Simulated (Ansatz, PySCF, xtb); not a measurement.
Noncovalent pair: CHN (SMILES C#N) (first 3 atoms) with C2H6O (SMILES COC); geometry from B3LYP-D3(BJ)/def2-TZVP, rigid monomers moved along the line of their centres of mass till H3···O5 is 2.72 Å.
(charge 0, multiplicity 1):
```csv
atom,x (Å),y (Å),z (Å)
C,-0.2934,0.1884,-0.3061
N,-0.3619,0.3099,-1.4448
H,-0.2267,0.0738,0.7655
C,0.1483,-1.4681,4.0996
O,-0.0457,-0.2171,3.4666
C,0.0068,0.8754,4.3649
H,-0.6285,-1.6531,4.8504
H,1.1297,-1.5159,4.5852
H,0.0917,-2.2355,3.3296
H,-0.7758,0.7947,5.1279
H,-0.1515,1.7827,3.7844
H,0.9823,0.9305,4.8615
```

Interaction energies are E(AB) − E(A) − E(B) at the monomers' geometry in the complex; basis-set methods are counterpoise corrected. Rows marked so take none.

Cores are frozen in the correlated methods. Rows in 6-31G*, STO-3G carry no dispersion term and start afresh at each structure (6-31G* with six Cartesian d functions).

The values were computed with Ansatz (Gaussian basis) for Hartree–Fock, density functionals and correlated methods; PySCF for 6-31G* rows, STO-3G rows, the dispersion terms; xtb for the GFN methods. Each number belongs to the level named beside it.

```csv
level,interaction energy (kcal/mol)
GFN-FF,-2.60
GFN1-xTB,-2.01
HF/STO-3G (no counterpoise),-2.13
HF/aug-cc-pVDZ,-3.54
PBE-D3(BJ)/def2-TZVPPD,-3.64
B3LYP/6-31G* (no counterpoise),___
SCS-MP2/aug-cc-pVDZ,___
CCSD/aug-cc-pVDZ,-3.51
CCSD(T)/aug-cc-pVDZ,-3.53
```

### Question
What belongs in the gaps?

### Answer

- B3LYP/6-31G* (no counterpoise), interaction energy (kcal/mol): -4.20
- SCS-MP2/aug-cc-pVDZ, interaction energy (kcal/mol): -3.43

Ansatz is an electronic-structure program.
